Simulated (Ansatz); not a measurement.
A geometry relaxed with PBE0-D4/def2-TZVP run with Ansatz (a first-principles code), charge 0, multiplicity 1:

```xyz
7

O     -0.9903    -1.1972    -0.3794
H      0.2330     1.7119     0.0952
B     -0.0489    -0.2199    -0.2886
O     -0.4584     1.0521     0.0411
O      1.2424    -0.5929    -0.5369
H      1.8911     0.1068    -0.4688
H     -1.8689    -0.8608    -0.1926
```

**Question.** Write the SMILES of this molecule.

**Answer.** `OB(O)O`
